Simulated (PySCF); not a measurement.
# Orbital picture of TlB

PBE0 at R = 2.491 Å; basis Tl cc-pVDZ-PP with ECP60, B cc-pVDZ; scalar-relativistic core potentials; PySCF 2.14. State: ³Π (triplet), unpaired electrons σ ↑, π ↑. Only the outer orbitals are listed, counted within each symmetry, core potentials removing the inner ones.

```tsv
spin	orbital	occ.	ε (eV)	on Tl (%)	main shells (%)
α	5σ	1	-12.41	55	51 Tl s, 42 B s
α	6σ	1	-9.35	46	50 B s, 40 Tl s
α	7σ	1	-4.94	38	60 B p, 32 Tl p
α	3π	1	-4.77	30	70 B p, 28 Tl p
α	3π	0	-2.79	53	52 Tl p, 47 B p
α	4π	0	-1.27	73	72 Tl p, 27 B p
α	4π	0	-0.75	49	51 B p, 48 Tl p
β	5σ	1	-11.36	70	68 Tl s, 26 B s
β	6σ	1	-7.81	39	61 B s, 28 Tl s, 10 Tl p
β	3π	0	-2.42	60	60 Tl p, 39 B p
β	3π	0	-1.94	74	74 Tl p, 26 B p
β	7σ	0	-1.61	42	48 B p, 40 Tl p, 9 B s
```

Which are the highest filled and the lowest empty level, where do they sit, and how wide is the gap?

Highest filled α 3π at -4.77 eV (in %: 70 B p, 28 Tl p); lowest empty α 3π at -2.79 eV (in %: 52 Tl p, 47 B p); the gap at PBE0 is 1.98 eV. Both belong to one degenerate shell, split only by its one-sided filling, so this is no excitation gap.

- bond order (Mayer): 1.11
- ⟨S²⟩: 2.005
- charge on Tl (Mulliken, basis-dependent): 0.27
- charge on Tl (Löwdin, basis-dependent): 0.21
- dipole moment (positive dipole means Tl(−)B(+)): -2.27 D
- polarisability along the bond: 109.6 bohr³
- polarisability across the bond: 46.3 bohr³

These are scalar-relativistic numbers at best; spin–orbit coupling would shift them, the dissociation energy most. The state is the lowest determinant that a PBE0 search found; another state may lie lower at other levels.
